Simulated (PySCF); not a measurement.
PySCF 2.14 output of a UHF calculation on a single atom or ion in aug-cc-pVTZ with one added diffuse shell each of s, p, d, f, g type (9s8p6d4f3g, 118 functions), with no relativity, point nucleus:

```
SCF conv_tol = 1e-09
number electrons alpha = 15  beta = 10
cycle= 1 E= -1380.20644709709  delta_E= -0.00474  |g|= 0.0273  |ddm|= 0.0332
cycle= 2 E= -1380.2065608906  delta_E= -0.000114  |g|= 0.00483  |ddm|= 0.00772
cycle= 3 E= -1380.20656621131  delta_E= -5.32e-06  |g|= 0.000607  |ddm|= 0.00361
cycle= 4 E= -1380.20656636024  delta_E= -1.49e-07  |g|= 0.000273  |ddm|= 0.00146
cycle= 5 E= -1380.20656638563  delta_E= -2.54e-08  |g|= 4.97e-05  |ddm|= 0.000622
cycle= 6 E= -1380.20656638729  delta_E= -1.66e-09  |g|= 7.13e-06  |ddm|= 0.000212
cycle= 7 E= -1380.20656638734  delta_E= -4.66e-11  |g|= 1.44e-06  |ddm|= 3.54e-05
converged SCF energy = -1380.20656638734  <S^2> = 8.752826  2S+1 = 6.0009419
```

The run itself started from symmetry-adapted Hartree-Fock orbitals and held the occupation by maximum overlap, so the iterations belong to that start.

Question: Which element, charge and spin multiplicity is this?

Answer: Co²⁺ (cobalt, charge +2), multiplicity 6; the state was [Ar] 3d6 4p1, one real determinant (an excited configuration).

⟨L²⟩ = 8.01 against 12 for a pure F term, so this real determinant mixes terms.
